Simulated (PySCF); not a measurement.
# Ionisation energy of Ca by level of theory

Ca [Ar] 4s2 (1S) → Ca⁺ [Ar] 4s1 (2S), as a difference of total energies. Calculation: PySCF 2.14, in aug-cc-pVQZ-X2C (8s7p5d3f2g, 93 functions); the spin-free X2C one-electron Hamiltonian (Gaussian nucleus). Correlated levels: valence: [Ar] frozen. The calculations carry no spin-orbit coupling.

```tsv
method	ionisation energy (eV)
UHF	5.137
LDA	6.244
PBE	6.101
PBE0	6.021
r2SCAN	5.833
B2PLYP	5.983
wB97X-V	5.956
M06-2X	6.290
MP2 (valence)	5.699
SCS-MP2 (valence)	5.811
```

How much does correlation contribute at MP2 (valence)?

5.699 − (5.137) = 0.562 eV, measured against UHF.

Errors of the correlated levels include the incompleteness of this basis and the frozen core.

MP2 underrates the near-degeneracy of ns² with np² in the lower species.

For comparison: 6.113 eV (measured; NIST Atomic Spectra Database, ionization energies).
